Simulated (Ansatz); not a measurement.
`F[SiH](F)Br` + `S[SiH2]Cl` → `F[SiH](F)S[SiH2]Cl` + HBr at 600 K and 1 bar (ligand exchange at the Si–Br bond).

Program: Ansatz. Geometries: PBE0-D4/def2-TZVP. ΔE: electronic, gas phase. CCSD(T)/CBS is the MP2 limit (def2-TZVPP, def2-QZVPP) plus CCSD(T) − MP2 in def2-TZVPP, frozen cores. For Br outer-core shells are correlated without core-valence functions, which leaves a few kJ/mol of doubt a bond. Scalar relativity is left out up to krypton. One conformer a species, not always the lowest.

| species | CCSD(T)/CBS energy (Eh) | H − E (kJ/mol) | S (J/(mol·K)) |
| --- | --- | --- | --- |
| `F[SiH](F)Br` | -3062.76774 | 81.9 | 367.1 |
| `S[SiH2]Cl` | -1148.50980 | 116.7 | 365.2 |
| `F[SiH](F)S[SiH2]Cl` | -1637.34667 | 166.1 | 502.5 |
| HBr | -2573.91920 | 33.5 | 219.1 |

H − E and S are ideal-gas, rigid-rotor, harmonic terms from PBE0-D4/def2-TZVP, for one conformer and one mirror image of each species. 1 Eh = 2625.50 kJ/mol, R = 8.31446 J/(mol·K).

Question: By hand: ΔE, ΔH, ΔS and ΔG.

Answer: ΔE = (-1637.34667) + (-2573.91920) − (-3062.76774) − (-1148.50980) = 0.01167 Eh = 30.6 kJ/mol. Δ(H − E) = 166.1 + 33.5 − 81.9 − 116.7 = 1.0, so ΔH = 31.6 kJ/mol. ΔS = 502.5 + 219.1 − 367.1 − 365.2 = -10.7 J/(mol·K). ΔG = 31.6 − 600 × (-10.7)/1000 = 38.0 kJ/mol.

Question: By hand: the equilibrium constant, and the temperature at which ΔG would vanish if ΔH and ΔS stayed fixed.

Answer: log₁₀ K = −ΔG/(RT ln 10) = -3.3. ΔH and −TΔS have one sign here, so there is no such temperature.

The number of gas molecules stays the same, so ΔS is small and ΔH decides. A doubt of 5 kJ/mol in ΔE shifts log₁₀ K by 0.4 here. Other conformers and mirror images would add mixing entropy, several J/(mol·K) or more a flexible species. Modes under 60 cm⁻¹, often nearly free rotors, make the harmonic entropy too high. These are equilibria of isolated gas molecules and say nothing of rates. Largest T1 diagnostic: 0.011 (customary marks: 0.02 for closed shells, 0.045 for open ones).

ΔS is within the doubt of such terms, so its sign, and with it that verdict, could turn.
